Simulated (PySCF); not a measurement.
C6H4F2N (doublet state).
Z-matrix (Å and degrees, GFN2-xTB geometry), rows numbered from 1:
```
N 
C   1  1.2986
C   2  1.4315  1  118.98
C   3  1.3664  2  120.10  1   180.00
F   4  1.3455  3  119.35  2   179.98
C   4  1.3974  3  122.88  2    -0.01
C   6  1.3901  4  118.98  3     0.01
C   7  1.3713  6  119.39  4     0.01
F   8  1.3439  2  117.33  1    -0.00
H   1  1.0180  2  114.01  3   180.00
H   3  1.0771  2  118.07  1     0.01
H   6  1.0776  4  119.72  3  -179.99
H   7  1.0790  6  120.83  4   179.99
```

The hyperfine couplings belong to this conformer and change with its torsions.

The species is `[NH]c1cc(F)ccc1F` [radical].

Computed with UKS B3LYP, pcH-1 on C F H N, non-relativistic, mean-field spin-orbit, GIAO (PySCF 2.14.0). One conformer (not necessarily the lowest) at the GFN2-xTB geometry, without solvent, vibrations or thermal averaging. A GFN2-xTB geometry isn't a minimum of the functional, and hyperfine couplings can be far from their values at a DFT geometry. No stability test was run, so a lower SCF solution isn't excluded. ⟨S²⟩ is 0.788 where a pure state has 0.75.

Principal values of hyperfine tensors in MHz (contact and dipolar terms together), for some of the nuclei:

```tsv
atom	isotope	A1	A2	A3
F9	19F	-42.18	-24.97	198.27
C2	13C	-63.26	-33.67	-26.59
H10	1H	-66.75	-43.49	-1.29
C8	13C	6.34	7.21	84.50
C6	13C	2.55	4.51	86.03
C4	13C	-47.47	-19.25	-18.02
C7	13C	-45.66	-17.54	-15.58
C3	13C	1.58	2.09	62.32
```

Question: Split each tensor into its isotropic and traceless parts, and turn a_iso into mT with g = 2.0037.

Answer: a_iso is a third of the trace, T = A − a_iso, and a(mT) = a(MHz)/(g × 13.996).

| atom | a_iso (MHz) | a_iso (mT) | T1 | T2 | T3 |
| --- | --- | --- | --- | --- | --- |
| F9 | 43.71 | 1.559 | -85.88 | -68.68 | 154.56 |
| C2 | -41.17 | -1.468 | -22.09 | 7.50 | 14.58 |
| H10 | -37.17 | -1.326 | -29.57 | -6.32 | 35.89 |
| C8 | 32.68 | 1.165 | -26.34 | -25.47 | 51.81 |
| C6 | 31.03 | 1.107 | -28.48 | -26.52 | 55.00 |
| C4 | -28.25 | -1.007 | -19.22 | 9.00 | 10.22 |
| C7 | -26.26 | -0.936 | -19.40 | 8.72 | 10.68 |
| C3 | 22.00 | 0.784 | -20.41 | -19.91 | 40.32 |

Question: What spin density at the nucleus of F9 lies behind its contact coupling (g_N = 5.25774)?

Answer: a_FC = (2μ0/3) gₑ μB g_N μN ρ(0)/(2S·h) = 800.24 MHz × g_N × ρ(0)/(2S), with ρ in bohr⁻³. With a_FC = 43.71 MHz and 2S = 1, ρ(0) = 0.01039 bohr⁻³.

Question: H12 (1H, g_N = 5.58569) isn't in the table. Its spin density at the nucleus is -0.005226 bohr⁻³. What is its contact coupling?

Answer: By the same relation, a_FC = -23.4 MHz. Its full tensor has the principal values -37.13, -23.74, -9.21 MHz.

Question: Name the largest traceless tensor T of the table and describe it.

Answer: F9: -85.9, -68.7, 154.6 MHz, rhombic: the two smaller values differ by 11 % of the largest.

Question: In a single crystal, with the field along each principal axis of the tensor of H10 in turn, what first-order splitting does this nucleus give (isotropic g, quadrupole terms neglected)?

Answer: 2 lines (I = 1/2), spaced by |A_i|/(g × 13.996): 2.38, 1.55, 0.05 mT along the axes of A1, A2 and A3.
